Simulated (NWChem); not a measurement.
System meant: C2H6OSe; SMILES C(OC)[SeH]

NWChem input:

```
start job
memory heap 200 mb stack 900 mb global 1100 mb
geometry units angstroms noautoz
  C     -0.802959     2.203572     0.074224
  O      0.438306     1.705544    -0.392573
  C      0.910289     0.594657     0.287076
  Se    -0.054866    -1.145722    -0.069702
  H     -1.003132     3.120712    -0.483588
  H     -0.761754     2.435309     1.150218
  H     -1.613277     1.484863    -0.107591
  H      0.906453     0.730830     1.375877
  H      1.926033     0.407491    -0.062100
  H     -1.053909    -0.979404     1.012577
end
basis spherical
  * library def2-svp
end
dft
  odft
  mult 2
  xc xpbe96 cpbe96
  iterations 150
  mulliken
end
task dft energy
```

End of the output:

```
 Summary of "ao basis" -> "" (spherical)
 ------------------------------------------------------------------------------
       Tag                 Description            Shells   Functions and Types
 ---------------- ------------------------------  ------  ---------------------
 *                          def2-svp                  on all atoms

  pbe96 is a nonlocal functional; adding pw91lda local functional.

                                 NWChem DFT Module
                                 -----------------

 Summary of "ao basis" -> "ao basis" (spherical)
 ------------------------------------------------------------------------------
       Tag                 Description            Shells   Functions and Types
 ---------------- ------------------------------  ------  ---------------------
 C                          def2-svp                 6       14   3s2p1d
 O                          def2-svp                 6       14   3s2p1d
 Se                         def2-svp                12       32   5s4p3d
 H                          def2-svp                 3        5   2s1p

 Summary of "ao basis" -> "ao basis" (spherical)
 ------------------------------------------------------------------------------
       Tag                 Description            Shells   Functions and Types
 ---------------- ------------------------------  ------  ---------------------
 C                          def2-svp                 6       14   3s2p1d
 O                          def2-svp                 6       14   3s2p1d
 Se                         def2-svp                12       32   5s4p3d
 H                          def2-svp                 3        5   2s1p

  number of electrons :                   60
  multiplicity        :                    2
 ------------------------------------------------------------------------
  no. of electrons and multiplicity not compatible                  60
 ------------------------------------------------------------------------
 ------------------------------------------------------------------------
  current input line :
    25: task dft energy
 ------------------------------------------------------------------------
 ------------------------------------------------------------------------
 There is an error in the input file
 ------------------------------------------------------------------------
 For more information see the NWChem manual at https://nwchemgit.github.io

0: no. of electrons and multiplicity not compatible:Received an Error in Communication
```

**Question.** Find the fault in this run and fix the input.

**Answer.** The input was rejected before any calculation. Cause: the multiplicity doesn't fit the number of electrons (an even count wants an odd multiplicity, and the reverse). This input runs:
```
start job
memory heap 200 mb stack 900 mb global 1100 mb
geometry units angstroms noautoz
  C     -0.802959     2.203572     0.074224
  O      0.438306     1.705544    -0.392573
  C      0.910289     0.594657     0.287076
  Se    -0.054866    -1.145722    -0.069702
  H     -1.003132     3.120712    -0.483588
  H     -0.761754     2.435309     1.150218
  H     -1.613277     1.484863    -0.107591
  H      0.906453     0.730830     1.375877
  H      1.926033     0.407491    -0.062100
  H     -1.053909    -0.979404     1.012577
end
basis spherical
  * library def2-svp
end
dft
  xc xpbe96 cpbe96
  iterations 150
  mulliken
end
task dft energy
```
It converges to -2555.61233 Ha (PBE/def2-SVP).
